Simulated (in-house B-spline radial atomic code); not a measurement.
Configurations of Ca III (Ca2+), with energies counted from [Ne] 3s2 3p6. Level of theory: non-relativistic LC-wPBE, spin-polarised, spherical fractional occupations, exact exchange averaged over the configuration, point nucleus; calculated with a radial B-spline atomic code at the basis-set limit. Shells without spins written out take the highest spin.

Occupations are held fixed; configurations that lie above the ionisation limit could autoionise.

| configuration | E - E(ref) (eV) | highest orbital | its <r> (bohr) |
| --- | --- | --- | --- |
| [Ne] 3s2 3p5 3d1 | 26.282 | 3d up | 1.617 |
| [Ne] 3s2 3p5 4d1 | 39.956 | 4d up | 4.708 |
| [Ne] 3s2 3p5 4f1 | 43.113 | 4f up | 5.805 |
| [Ne] 3s1 3p6 3d1 | 45.899 | 3d up | 1.596 |
| [He] 2s2 2p5 3s2 3p6 3d1 | 347.33 | 3d up | 1.473 |
| [He] 2s2 2p5 3s2 3p6 4f1 | 366.01 | 4f up | 5.819 |

Question: Order these further configurations by energy, lowest first.
A. [Ne] 3s1 3p6 4f1
B. [Ne] 3s2 3p5 4s1
C. [Ne] 3s1 3p6 4s1
D. [Ne] 3s2 3p5 4p1
E. [He] 2s2 2p5 3s2 3p6 4p1

Answer: B (30.428 eV), D (34.532 eV), C (50.341 eV), A (63.084 eV), E (357.02 eV).

Question: How far above the reference does [He] 2s2 2p5 3s2 3p6 4s1 lie?

Answer: 352.89 eV; its least bound orbital is 4s up with <r> = 3.008 bohr.
